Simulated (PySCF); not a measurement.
(E)-1,1-difluorobut-2-ene (C4H6F2), SMILES C/C=C/C(F)F.

Coordinates come from a PBE-D3(BJ)/def2-SVP optimisation. Other conformers were not sampled.

Computed with PBE-D3(BJ)/def2-SVP run with PySCF.

No scaling factor is applied to the harmonic values.

```
mode  ν (cm⁻¹)  IR (km/mol)  moving atoms (share of kinetic energy)
----  --------  -----------  --------------------------------------
1           88          0.5                  H 42 %, F 29 %, C 29 %
2          171          0.4                  C 38 %, H 34 %, F 27 %
3          194          1.2                  C 48 %, F 31 %, H 20 %
4          205          1.4                          H 75 %, C 23 %
5          362          2.7                  C 52 %, F 28 %, H 20 %
6          426          2.5                  F 45 %, C 37 %, H 18 %
7          529          2.9                          F 71 %, C 22 %
8          666         11.3                  C 49 %, H 37 %, F 14 %
9          792          6.7                  C 44 %, H 41 %, F 14 %
10         888         35.7                          H 50 %, C 48 %
11         962         41.8                                  H 92 %
12         972          8.8                  H 50 %, C 40 %, F 11 %
13        1016          1.7                          H 60 %, C 40 %
14        1053        144.6                  C 63 %, F 27 %, H 10 %
15        1112         23.3                          C 62 %, H 32 %
16        1142         81.9                  C 49 %, H 31 %, F 20 %
17        1243          0.9                          H 72 %, C 28 %
18        1270          2.9                          H 80 %, C 20 %
19        1330         52.7                          H 77 %, C 21 %
20        1340          7.6                          H 71 %, C 29 %
21        1353         66.9                          H 64 %, C 34 %
22        1398          8.5                                  H 96 %
23        1407         18.9                                  H 94 %
24        1713         28.7                                  C 93 %
25        2941         60.9                                  H 92 %
26        2960         15.8                                  H 97 %
27        3029          7.7                           H 91 %, C 9 %
28        3068          7.1                           H 91 %, C 9 %
29        3092          3.1                           H 91 %, C 9 %
30        3097          8.8                           H 92 %, C 8 %
```
